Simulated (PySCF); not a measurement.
H₃N, SMILES N. Heavy atoms are numbered as in [NH3:1]. Hydrogens are named by the atom that carries them.

Coordinates come from a B3LYP-D3(BJ)/def2-TZVP optimisation.

These are B3LYP/pcSseg-1 run with PySCF values and carry that method's errors.

GIAO shieldings, no solvent; atoms alike by connectivity are averaged. δ = σ(ref) − σ: ¹H against TMS (σ = 31.68 ppm), references at their B3LYP-D3(BJ)/def2-TZVP geometries, non-relativistic.

```json
[
 {"nucleus": "¹H", "atoms": "H on N1", "count": "3", "δ (ppm)": "-0.13"}
]
```
